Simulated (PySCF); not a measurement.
HgF2 at several levels of theory

Computed with PySCF 2.14.0 (density fitting, no spin-orbit coupling) at the geometry relaxed with BP86:

```xyz
3
HgF2 (singlet)
Hg    0.0000    0.0000    0.0000
F     0.0000    0.0000    1.9362
F     0.0000    0.0000   -1.9362
```

```json
{"level": "BP86", "basis": "Hg def2-SVP with ECP60, F def2-SVP", "state": "singlet", "HOMO (eV)": "-8.01", "gap (eV)": "4.54", "charge on Hg1 (e)": "0.73", "dipole about the centre of mass (D)": "0.00", "largest force component (eV/Å)": "0.03"}
{"level": "TPSSh", "basis": "the same", "state": "singlet", "HOMO (eV)": "-8.77", "gap (eV)": "5.97", "charge on Hg1 (e)": "0.83", "dipole about the centre of mass (D)": "0.00", "largest force component (eV/Å)": "0.22"}
{"level": "BP86", "basis": "Hg def2-TZVP with ECP60, F def2-TZVP", "state": "singlet", "HOMO (eV)": "-8.48", "gap (eV)": "4.74", "charge on Hg1 (e)": "0.89", "dipole about the centre of mass (D)": "0.00", "largest force component (eV/Å)": "0.10"}
{"level": "BP86", "basis": "Hg x2c-SVPall, F x2c-SVPall", "state": "singlet", "HOMO (eV)": "-8.36", "gap (eV)": "4.58", "charge on Hg1 (e)": "0.58", "dipole about the centre of mass (D)": "0.00", "largest force component (eV/Å)": "0.25"}
```

Charges are Mulliken's, which hang on the basis. The relaxation used the grid (50, 194), these runs (75, 302) or, all-electron (x2c bases, spin-free X2C Hamiltonian), (99, 590).

(1) A further run in the first row's basis gives HOMO (eV) -14.64, gap (eV) 15.89, charge on Hg1 (e) 1.19, dipole about the centre of mass (D) 0.00, largest force component (eV/Å) 0.37. Which level was it?
A. wB97X
B. M06-L
C. HF

Answers

(1) C. The others give HOMO -12.29 eV (wB97X); -8.21 eV (M06-L).
